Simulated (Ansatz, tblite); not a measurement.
Cost and result up the ladder for Ge(eta1-allyl)2H2 (C6H12Ge) (19 atoms). Charge 0, multiplicity 1. Geometry: PBE-D4/def2-SVP.

```csv
atom,x (Å),y (Å),z (Å)
Ge1,-0.315,-0.150,-0.175
C2,1.164,-1.228,0.615
C3,0.849,-2.689,0.576
C4,1.383,-3.588,-0.274
H5,1.298,-0.866,1.656
H6,2.088,-0.992,0.047
H7,0.080,-3.034,1.292
H8,2.150,-3.299,-1.012
H9,1.074,-4.644,-0.260
C10,0.032,1.800,0.053
C11,-0.996,2.619,-0.658
C12,-2.009,3.289,-0.077
H13,1.053,1.987,-0.345
H14,0.044,2.010,1.142
H15,-0.921,2.632,-1.762
H16,-2.137,3.305,1.019
H17,-2.748,3.845,-0.675
H18,-1.656,-0.509,0.525
H19,-0.432,-0.487,-1.689
```

Ansatz on 4 threads of Arm Neoverse V2 on a shared host; xTB runs through tblite on one thread. Times are rough, summed over both states, and most runs start from the orbitals of an earlier one. PBE0-D4/def2-TZVP serves as the yardstick here, not as an exact answer. The other state is a doublet.

The xTB rows come from tblite.

Run but left out: HF/def2-TZVP (singlet: restricted singlet, unstable in another Hartree–Fock run and untested here).

Raw xTB energies of ions are shifted by several eV.

```tsv
level	functions	wall time
GFN2-xTB	45	0.013 s
GFN1-xTB	57	0.02 s
PBE-D4/def2-TZVP (with forces)	306	12 s
PBE0-D4/def2-TZVP	306	25 s
```

**Question.** Estimate what each level gives for the vertical IE (eV).

**Answer.** 
```json
{"level": "GFN2-xTB", "vertical IE (eV)": "12.70", "difference from PBE0-D4/def2-TZVP (eV)": "4.42"}
{"level": "GFN1-xTB", "vertical IE (eV)": "13.60", "difference from PBE0-D4/def2-TZVP (eV)": "5.32"}
{"level": "PBE-D4/def2-TZVP (with forces)", "vertical IE (eV)": "8.00", "difference from PBE0-D4/def2-TZVP (eV)": "-0.28"}
{"level": "PBE0-D4/def2-TZVP", "vertical IE (eV)": "8.29", "difference from PBE0-D4/def2-TZVP (eV)": "0.00"}
```
